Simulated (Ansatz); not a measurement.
7 gas-phase steps of group 14 species, written in SMILES but for small gases and atoms, in each of which the number of molecules stays. Reaction energies in eV, right side less left side, on B3LYP-D3(BJ)/def2-TZVP stationary points reached from drawn starts (curvature not checked).

```
row                                            step  B3LYP/def2-TZVPP  wB97M-V/def2-TZVPP
---  ----------------------------------------------  ----------------  ------------------
1                   3 HF + SiH4 → 3 H2 + F[SiH](F)F             -3.91               -3.98
2            HCl + 2 HF + SiH4 → 3 H2 + F[SiH](F)Cl             -3.29               -3.42
3                     2 HF + SiH4 → 2 H2 + F[SiH2]F             -2.47               -2.50
4    4 HF + Cl[Si](Cl)(Cl)Cl → 4 HCl + F[Si](F)(F)F             -2.46               -2.15
5              O[SiH](O)O + H2O → O[Si](O)(O)O + H2             -1.03               -1.11
6                        H2 + [SiH3][SiH3] → 2 SiH4             -0.29               -0.25
7        3 H2 + C[SiH](F)Cl → CH4 + HCl + HF + SiH4              1.70                   ?
```

No zero-point or thermal terms. One arrangement of each flexible species, with no search for the lowest.

Programs: Ansatz (a quantum-chemistry and plane-wave program). All values are computed, each at the level named.

The rows were drawn at random from the listed steps of this kind that kept their bonds on relaxing, hold no state known to be excited and rest on sound references (no strong spin contamination, no T1 past 0.05 where coupled cluster ran); sets that span under 5 kcal/mol aren't shown. They stand in the order of the third column.

Question: Fit a straight line y = a + b·x through the complete rows, with x the B3LYP/def2-TZVPP and y the wB97M-V/def2-TZVPP value, and use it for row 7. How does it compare with the computed value?

Answer: Means over the 6 complete rows: x -2.242, y -2.235. Σ(x − x̄)(y − ȳ) = 9.433 and Σ(x − x̄)² = 9.259, so b = 1.019 and a = -2.235 − 1.019 × (-2.242) = 0.050 eV. The residuals have rms 0.143 and median size 0.078 eV; without the fit y − x has mean 0.007 and median -0.050 eV. For row 7 the line gives 0.050 + 1.019 × (1.70) = 1.78 eV, an extrapolation past the fitted range. The computed wB97M-V/def2-TZVPP value is 1.92 eV, 0.14 eV above the line. wB97M-V/def2-TZVPP is a functional with errors of its own, not an exact or measured value.
